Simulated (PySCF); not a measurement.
A structure optimised at B3LYP-D3(BJ)/def2-SVP, used in a PySCF frequency run:

```xyz
16

C     -1.4865    -1.4268     0.1562
C     -0.1066    -0.8070     0.3312
C      0.8929    -0.8083    -0.8752
C      1.4900     0.5922    -0.5172
B      0.1551     0.7652     0.3312
N     -0.6418     1.8556     0.6641
H     -1.4367    -2.5139    -0.0303
H     -2.1128    -1.2791     1.0526
H     -2.0225    -0.9735    -0.6953
H      0.4092    -1.2622     1.1976
H      0.3411    -0.7668    -1.8293
H      1.5998    -1.6536    -0.9312
H      2.3850     0.4847     0.1188
H      1.7371     1.2707    -1.3488
H     -0.3745     2.8163     0.4822
H     -1.5475     1.7609     1.1096
```

**Question.** Write its SMILES and formula.

**Answer.** C[C@H]1CCB1N, C4H10BN

**Question.** What are its rotational constants (standard atomic weights)?

**Answer.** 4.2976, 3.4872, 2.1007 GHz
